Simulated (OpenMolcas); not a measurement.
Mo4+ among 6 point charges of -1 e arranged as a tetragonal octahedron (D4h), 2.24 Å from the ion, with the axial distance 2.442 Å.

| Property | Result |
| --- | --- |
| Program | OpenMolcas 26.06 |
| Method | CASSCF |
| Basis | ANO-RCC-VTZP [7s6p4d2f1g] |
| Scalar Hamiltonian | DKH2, point nucleus |
| Active space | 2 electrons in 5 orbitals (4d) |
| State averaging | 2S+1 = 3 even, 10 roots; 2S+1 = 1 even, 15 roots |
| Spin-orbit coupling | RASSI with atomic mean-field integrals over the reference wave functions |

(1) What is the spin-free ground state (labels of D4, the rotations of D4h)?

(2) Where is the first state of the same spin?

(3) What are the lowest two levels with spin-orbit coupling?

(4) What is χT at 300 K, and how does it compare with the textbook value?

Results:

(1) 3A2, 1-fold in its orbital part, 98 % from free-ion F terms; it has the highest spin that d2 allows.

(2) 3E at 511 cm-1 above the ground state.

(3) A 1-fold level A1, then a 2-fold level E 384.6 cm-1 above it. Their leading multiplicities are 3 (99 %) and 3 (99 %).

(4) The lowest level has 2S+1 = 3, for which the spin-only value is χT = S(S+1) / 2 = 1.000 cm3 K/mol (g = 2). The computed 0.203 at 300 K differs by -0.797, through orbital momentum, spin-orbit coupling and any other state in reach.

Spin-orbit coupling mixes the spin-free states strongly: the lowest level takes only 61 % from its leading state, 3A2. Without dynamic correlation the repulsion within the d shell is too large (B by tens of per cent), so at a given field states of lower spin stand too high. This is an electrostatic model: the charges have no orbitals. No measured value stands beside these numbers.
